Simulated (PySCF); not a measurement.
## State search for TiSi⁺

Unrestricted PBE0; Ti def2-TZVPPD, Si def2-TZVPPD; no relativity (PySCF 2.14). Outer shells of the fragments: Ti+ 3d2 4s1; Si 3s2 3p2.

Followed along the bond (rough minima from three points):

| 2Ms+1 | unpaired | ⟨S²⟩ at the start | R at minimum (Å) | Te (eV) |
| --- | --- | --- | --- | --- |
| 6 | σ ↑↑, π ↑↑, δ ↑ | 8.75 | 2.43 | 0.00 |
| 4 | π ↑↑, δ ↑ | 3.76 | 2.47 | 0.18 |
| 4 | σ ↑, π ↑, δ ↑ | 4.44 | 2.37 | 0.27 |
| 6 | σ ↑, π ↑↑↑, δ ↑ | 8.75 | 2.57 | 0.42 |
| 2 | π ↑↓, δ ↑ | 1.79 | 2.56 | 0.52 |
| 6 | σ ↑, π ↑↑, δ ↑↑ | 8.75 | 2.46 | 0.57 |

Solutions found at the starting distance of 2.480 Å, counted from the lowest of them; the search is not exhaustive and high or unbound solutions are not listed, so other states can lie among these:

```tsv
2Ms+1	unpaired	term	E (eV)	⟨S²⟩	⟨Lz²⟩	μ (D)
6	σ ↑↑, π ↑↑, δ ↑	⁶Δ	0.00	8.75	4.00	-3.06
4	π ↑↑, δ ↑	⁴Δ	0.17	3.76	4.00	-3.80
4	σ ↑, π ↑, δ ↑	mixed	0.30	4.44	5.05	-3.88
6	σ ↑, π ↑↑↑, δ ↑	mixed	0.44	8.75	4.69	-3.94
2	π ↑↓, δ ↑	mixed	0.52	1.79	5.78	-4.01
6	σ ↑, π ↑↑, δ ↑↑	⁶Σ⁺	0.56	8.75	0.00	-3.61
2	σ ↓, π ↑, δ ↑	mixed	0.57	2.46	5.08	-4.00
4	σ ↑, π ↑, δ ↑	mixed	0.72	3.79	5.01	-3.05
2	σ ↑, π ↓, δ ↑	mixed	0.75	2.44	4.57	-4.29
2	δ ↑	mixed	0.75	1.46	5.30	-4.00
```

A term symbol is given only where ⟨S²⟩ and ⟨Lz²⟩ are close to those of a pure state; real π, δ and φ orbitals otherwise mix terms. A positive dipole points towards Si; it is taken about the centre of mass and depends on that origin.

With d or f electrons several states lie close, and the lowest PBE0 determinant need not be the measured ground state.
